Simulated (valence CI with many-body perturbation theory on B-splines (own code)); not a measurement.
**Valence orbitals of Pr+**

Calculated by valence CI with perturbative core correlation (CI+MBPT): four valence electrons over a frozen Dirac-Fock core [Xe], radial functions for each j: 8 s, 8 p, 9 d, 9 f, 6 g, 3 h, 2 i, with the one-electron correlation potential Σ1 (screened to all orders), the two-electron term Σ2, the three-electron term Σ3, Breit, model QED; selected single and double excitations, second order for the rest (own B-spline code, finite nucleus).

Against 6 measured levels this calculation errs by 99 cm⁻¹ on average and by 233 at most. These come from a selection out of the NIST Handbook of Basic Atomic Spectroscopic Data. Levels without a partner in it may be off by more, other configurations by several thousand cm⁻¹. Among the levels kept, up to 400 cm⁻¹ of a level comes from second order outside the variational space, and about a tenth of that is noise between levels of different J, which matters for small intervals.

These are the spectroscopic orbitals of the CI (the correlating ones are not listed), shaped by the core and the other valence electrons. h is the expectation value of the core's Dirac-Fock operator, without the valence repulsion; Σ1 is computed up to l = 3 at one energy for each symmetry, that of its lowest orbital but kept below the first core excitation, so for empty shells it is not the orbital's own correlation shift; Breit and QED include the response of the core.

| Orbital | h (hartree) | Σ1 (cm⁻¹) | Breit (cm⁻¹) | QED (cm⁻¹) | ⟨r⟩ (bohr) |
| --- | --- | --- | --- | --- | --- |
| 6s1/2 | -1.1522 | -3308 | 14.8 | 28.0 | 4.169 |
| 7s1/2 | -0.56165 | -558 | 2.5 | 4.8 | 9.007 |
| 8s1/2 | -0.357 | -266 | 1.3 | 2.5 | 14.55 |
| 6p1/2 | -0.90633 | -1384 | 12.6 | -1.0 | 5.286 |
| 7p1/2 | -0.49703 | -447 | 5.1 | -0.4 | 10.24 |
| 8p1/2 | -0.32785 | -234 | 2.9 | -0.2 | 15.80 |
| 6p3/2 | -0.88359 | -1224 | 5.2 | 0.0 | 5.423 |
| 7p3/2 | -0.4877 | -401 | 2.2 | 0.0 | 10.43 |
| 8p3/2 | -0.32401 | -214 | 1.4 | 0.0 | 15.94 |
| 5d3/2 | -1.4481 | -8610 | -36.8 | -28.5 | 2.714 |
| 6d3/2 | -0.54523 | -422 | -1.8 | -1.2 | 8.773 |
| 7d3/2 | -0.34755 | -215 | -0.9 | -0.6 | 14.57 |
| 5d5/2 | -1.432 | -8133 | -71.8 | -23.6 | 2.756 |
| 6d5/2 | -0.54184 | -409 | -3.2 | -1.0 | 8.833 |
| 7d5/2 | -0.34616 | -209 | -1.7 | -0.5 | 14.62 |
| 4f5/2 | -1.9051 | -35085 | -759 | -146 | 1.191 |
| 5f5/2 | -0.47523 | -203 | -2.3 | -0.4 | 9.515 |
| 4f7/2 | -1.8898 | -34497 | -915 | -133 | 1.208 |
| 5f7/2 | -0.47377 | -205 | -2.9 | -0.4 | 9.548 |
| 5g7/2 | -0.32387 |  | 0.0 | 0.0 | 13.43 |
| 5g9/2 | -0.32387 |  | 0.0 | 0.0 | 13.43 |

Among the shells of the start configuration 4f3 6s1, Σ1 is largest in size for 4f5/2, where it is 8.4 % of h.

Lowest root of each symmetry, sizes in configuration state functions:

| J | Parity | Roots | Reference | Variational | Second order | Change by selected CI (cm⁻¹) | Change by second order (cm⁻¹) |
| --- | --- | --- | --- | --- | --- | --- | --- |
| 0 | even | 1 | 29 | 26887 | 329205 | -9088 | -73 |
| 1 | even | 1 | 63 | 34396 | 987483 | -8940 | -251 |
| 2 | even | 4 | 104 | 33942 | 2248794 | -9496 | -535 |
| 3 | even | 6 | 109 | 33301 | 2347909 | -8823 | -849 |
| 4 | even | 10 | 114 | 32926 | 2743409 | -7339 | -774 |
| 5 | even | 9 | 91 | 33919 | 2668013 | -8146 | -531 |
| 6 | even | 10 | 74 | 35043 | 2557081 | -6945 | -441 |
| 7 | even | 7 | 45 | 35408 | 1925178 | -7116 | -262 |
| 8 | even | 3 | 28 | 36980 | 1394104 | -7292 | -126 |
| 9 | even | 2 | 10 | 35115 | 929411 | -7418 | -63 |
| 10 | even | 1 | 4 | 19762 | 560856 | -7508 | -46 |
| 1 | odd | 3 | 8 | 35531 | 1528779 | -9497 | -69 |
| 2 | odd | 5 | 13 | 33117 | 2458117 | -9357 | -232 |
| 3 | odd | 3 | 14 | 32294 | 2572782 | -9369 | -150 |
| 4 | odd | 4 | 14 | 31923 | 3124178 | -7853 | -118 |
| 5 | odd | 5 | 12 | 32690 | 3129447 | -8064 | -114 |
| 6 | odd | 5 | 8 | 33237 | 2734146 | -7717 | -302 |
| 7 | odd | 4 | 6 | 34207 | 2282210 | -7814 | -150 |
| 8 | odd | 2 | 4 | 36182 | 1514479 | -7869 | -74 |
